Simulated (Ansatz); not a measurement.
Relaxation of C3H8OSi2 (14 atoms, charge 0, multiplicity 1), to a largest force component of 0.015 eV/Å in at most 40 steps.

Theory: RKS PBE0-D4/STO-3G in Ansatz.

```xyz
14
Properties=species:S:1:pos:R:3:forces:R:3
Si -1.187 -0.764 1.742 -2.15 1.54 1.02
C -0.086 -0.286 0.382 -1.10 0.60 -0.33
C 1.097 -0.831 0.163 3.62 -0.63 -1.00
O 1.991 -0.403 -0.893 -0.94 -0.98 1.30
Si 1.087 0.780 -1.755 -1.02 1.62 0.99
C -0.472 0.802 -0.625 -0.13 -0.42 -1.59
H -0.625 -1.778 2.593 0.07 -0.13 0.01
H -1.474 0.497 2.553 0.37 -1.57 -0.79
H -2.510 -1.189 1.199 1.03 0.13 0.44
H 1.615 -1.604 0.784 -0.63 0.39 -0.30
H 1.798 2.084 -1.653 -0.32 -0.92 -0.47
H 0.794 0.352 -3.104 0.24 0.10 -0.11
H -1.407 0.532 -1.218 1.05 0.39 0.93
H -0.635 1.777 -0.137 -0.09 -0.13 -0.09
```

Problem. Where does it end, and by what steps?

Solution. The forces met the threshold. Limits of this set-up: minimal basis. After 5 steps the energy has fallen by 0.375 eV; H8 moved furthest, 0.10 Å.

```json
{"step": "0", "energy less start (eV)": "0.0000", "largest force component (eV/Å)": "3.618", "accepted": "yes"}
{"step": "1", "energy less start (eV)": "-0.3265", "largest force component (eV/Å)": "1.016", "accepted": "yes"}
{"step": "2", "energy less start (eV)": "-0.3605", "largest force component (eV/Å)": "0.468", "accepted": "yes"}
{"step": "3", "energy less start (eV)": "-0.3728", "largest force component (eV/Å)": "0.191", "accepted": "yes"}
{"step": "4", "energy less start (eV)": "-0.3742", "largest force component (eV/Å)": "0.058", "accepted": "yes"}
{"step": "5", "energy less start (eV)": "-0.3746", "largest force component (eV/Å)": "0.014", "accepted": "yes"}
```

```xyz
14
Properties=species:S:1:pos:R:3
Si -1.219 -0.734 1.762
C -0.094 -0.264 0.378
C 1.122 -0.811 0.166
O 1.951 -0.429 -0.890
Si 1.060 0.811 -1.736
C -0.467 0.812 -0.653
H -0.610 -1.765 2.567
H -1.498 0.412 2.599
H -2.480 -1.220 1.250
H 1.567 -1.598 0.794
H 1.831 2.035 -1.724
H 0.854 0.390 -3.105
H -1.381 0.547 -1.203
H -0.652 1.785 -0.176
```

Whether the end is a true minimum wasn't checked by a vibrational analysis.

Run time: 43 s on 1 thread of Arm Neoverse N1 (shared host), peak memory 0.13 GiB.
